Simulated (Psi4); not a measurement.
The Psi4 input:
```
memory 2 GB

molecule {
0 1
  C    -1.23143205   -1.14063750    0.55550994
  C    -0.72857897   -0.16961704   -0.18812546
  C    -1.35990892    0.30944546   -1.45906876
  C     0.55385176    0.53341627    0.18856289
  C     1.76676226   -0.08868443   -0.49711662
  F     0.75360782    0.47125236    1.55766195
  H    -0.75898079   -1.45204219    1.47090235
  H    -2.14225358   -1.64627364    0.28482341
  H    -0.65446999    0.24944220   -2.28667656
  H    -1.66628676    1.35036621   -1.35828685
  H    -2.23356438   -0.28904626   -1.70035231
  H     0.48599234    1.60447595   -0.04789249
  H     2.67440255    0.40937124   -0.16481626
  H     1.67935003    0.01242638   -1.57459326
  H     1.82917573   -1.14352777   -0.24063769
}

set basis def2-sv(p)

energy('scf')
print_variables()
```

**Question.** What dipole moment does Psi4 with HF/def2-SV(P) give?

**Answer.** 2.18 D

**Question.** Estimate the total energy that HF/def2-SV(P) returns for this input.

**Answer.** -293.7517 Eh

**Question.** Give the nuclear repulsion energy at the level HF/def2-SV(P).

**Answer.** 244.2293 Eh

**Question.** What number of basis functions does HF/def2-SV(P) give?

**Answer.** 102
